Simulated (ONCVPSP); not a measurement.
## P (Z = 15): ONCV pseudisation with PBE, scalar-relativistic reference atom.

phosphorus, optimised norm-conserving Vanderbilt (ONCV), made with ONCVPSP 4.0.1 (PBE, scalar-relativistic). Core [Ne], reference 3s1.5 3p3.5. Waves: 3s: rc 1.55 bohr, ncon 4, nbas 9, qcut 4.4 1/bohr, 2 projectors, debl 3.9 Ha; 3p: rc 1.60 bohr, ncon 5, nbas 9, qcut 5 1/bohr, 3 projectors, debl 2.7 Ha. Local part: polynomial inside 1.50 bohr (lpopt 5, dvloc0 3 Ha). Core correction: Teter function, fcfact 5.25, rcfact 1.7.

All-electron outer shells of the reference configuration (PBE, scalar-relativistic, ld1.x):

| shell | level (eV) | outermost node (bohr) | outermost maximum (bohr) |
| --- | --- | --- | --- |
| 2s | -174.77 | 0.14 | 0.42 |
| 2p | -125.27 | – | 0.36 |
| 3s | -14.33 | 0.65 | 1.58 |
| 3p | -5.80 | 0.64 | 1.83 |

(1) Estimate the cutoffs (Ha) at which the residual kinetic energy of the hardest occupied pseudo-wave falls to 1 and 0.1 mHa per electron.

(2) What does a ghost test show?

(3) Which valence shell sets the plane-wave cutoff?

## Answers

(1) 9.8 Ha and 51 Ha. The cutoffs count occupied waves only; projector 2 of the p channel, the hardest unoccupied one, needs 77 Ha at the loose tolerance.

(2) No bound ghost flagged; GHOST(+) flagged for p at 0.62 eV.

(3) 3s: 10 Ha for 1 mHa per electron, against 4 Ha for 3p.

Its largest configuration-test error is +1.3 meV (3s2 3p2). 1 of 4 tests not solved or not reliable.
